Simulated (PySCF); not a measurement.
Bond stretch in SMILES [AlH3]. The Al1–H4 bond (Al1 also carries H, H; H4 carries nothing else) is stretched with both fragments frozen at the PBE0/def2-TZVP optimised geometry.

Levels: RKS-LDA (SVWN5) = restricted LDA (SVWN5)/6-31G (PySCF); UKS-B3LYP = unrestricted B3LYP/6-31G run with PySCF; UKS-PBE = unrestricted PBE/6-31G in PySCF 2.14.0.

Magnitude of the dipole moment (D; its direction can reverse along the curve, and a method can change to another solution) and Mulliken charge of the fragment that holds Al1:

| R / Å | μ RKS-LDA (SVWN5) | q RKS-LDA (SVWN5) | μ UKS-B3LYP | q UKS-B3LYP | μ UKS-PBE | q UKS-PBE |
|---|---|---|---|---|---|---|
| 1.20 | 0.57 | 0.09 | 0.63 | 0.16 | 0.60 | 0.12 |
| 1.27 | 0.49 | 0.09 | 0.54 | 0.16 | 0.52 | 0.12 |
| 1.34 | 0.39 | 0.10 | 0.43 | 0.17 | 0.42 | 0.13 |
| 1.42 | 0.28 | 0.11 | 0.30 | 0.17 | 0.29 | 0.14 |
| 1.49 | 0.16 | 0.12 | 0.18 | 0.18 | 0.17 | 0.14 |
| 1.53 | 0.10 | 0.12 | 0.11 | 0.18 | 0.10 | 0.15 |
| 1.59 | 0.01 | 0.12 | 0.01 | 0.18 | 0.01 | 0.15 |
| 1.65 | 0.11 | 0.13 | 0.13 | 0.18 | 0.12 | 0.15 |
| 1.69 | 0.19 | 0.13 | 0.21 | 0.18 | 0.20 | 0.15 |
| 1.73 | 0.26 | 0.13 | 0.29 | 0.18 | 0.28 | 0.15 |
| 1.84 | 0.46 | 0.13 | 0.51 | 0.18 | 0.49 | 0.15 |
| 1.95 | 0.66 | 0.12 | 0.74 | 0.18 | 0.70 | 0.15 |
| 2.13 | 0.98 | 0.12 | 1.10 | 0.17 | 1.04 | 0.14 |
| 2.39 | 1.38 | 0.11 | 1.57 | 0.16 | 1.48 | 0.13 |
| 2.59 | 1.65 | 0.10 | 1.88 | 0.15 | 1.77 | 0.13 |
| 2.84 | 1.94 | 0.10 | 1.88 | 0.13 | 2.08 | 0.12 |
| 3.16 | 2.23 | 0.10 | 1.39 | 0.09 | 1.54 | 0.08 |
| 3.45 | 2.44 | 0.10 | 0.93 | 0.06 | 0.90 | 0.04 |
| 3.86 | 2.67 | 0.11 | 0.32 | 0.02 | 0.08 | 0.00 |
| 4.24 | 2.84 | 0.11 | 0.08 | 0.01 | 0.19 | 0.00 |
| 4.78 | 3.04 | 0.12 | 0.29 | 0.00 | 0.23 | 0.00 |
| 5.52 | 3.33 | 0.13 | 0.33 | 0.00 | 0.22 | 0.00 |

At the longest distance RKS-LDA (SVWN5) leaves fractional charges on the fragments, a sign of delocalisation error or of the restricted form. The restricted form behind RKS-LDA (SVWN5) keeps the bonding electrons paired and can't separate into open-shell fragments. The unrestricted determinant behind UKS-B3LYP is spin-contaminated at 2.84 to 5.52 Å (<S²> up to 1.0, against 0.00 for a pure singlet). The unrestricted determinant behind UKS-PBE is spin-contaminated at 3.16 to 5.52 Å (<S²> up to 1.0, against 0.00 for a pure singlet).
